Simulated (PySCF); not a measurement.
SMILES C=[CH][Ge]([CH3])([CH3])[OH] (C4H10GeO), singlet, GFN2-xTB optimised geometry.

```
16

C     -1.43    -2.00    -1.98
C     -0.29    -1.40    -1.68
Ge     0.07    -0.45     0.00
C     -0.57    -1.42     1.62
C     -0.54     1.45     0.00
O      1.84    -0.45     0.00
H     -2.27    -2.00    -1.30
H     -1.59    -2.52    -2.91
H      0.53    -1.43    -2.39
H     -1.65    -1.51     1.61
H     -0.29    -0.88     2.53
H     -0.13    -2.41     1.67
H     -1.62     1.50    -0.14
H     -0.30     1.93     0.94
H     -0.07     2.00    -0.81
H      2.27    -0.01     0.73
```

Density from PBE0/def2-TZVP run with PySCF at that geometry.

Minimum of the electron density along straight lines between bonded atoms, close to the bond critical point (lines longer than 1.1 times the sum of covalent radii, or with two minima, are not listed):

```tsv
bond	length / Å	ρ at the minimum / e bohr⁻³	∇²ρ there / e bohr⁻⁵	position (fraction from the first atom)
C1–C2	1.322	0.357	-1.11	0.50
C2–Ge3	1.965	0.127	?	0.53
Ge3–C4	1.995	0.121	0.06	0.47
Ge3–C5	1.997	0.120	0.06	0.47
C1–H7	1.079	0.287	-1.03	0.64
C1–H8	1.080	0.286	-1.02	0.65
C2–H9	1.082	0.284	-1.00	0.65
C4–H10	1.084	0.276	-0.93	0.64
C4–H11	1.087	0.275	-0.92	0.64
C4–H12	1.086	0.277	-0.93	0.64
C5–H13	1.084	0.277	-0.93	0.64
C5–H14	1.087	0.275	-0.92	0.64
C5–H15	1.086	0.276	-0.93	0.64
O6–H16	0.954	0.365	?	0.81
```

**Question.** What belongs in the gaps?

**Answer.** 
- C2–Ge3, ∇²ρ there / e bohr⁻⁵: 0.10
- O6–H16, ∇²ρ there / e bohr⁻⁵: -2.49
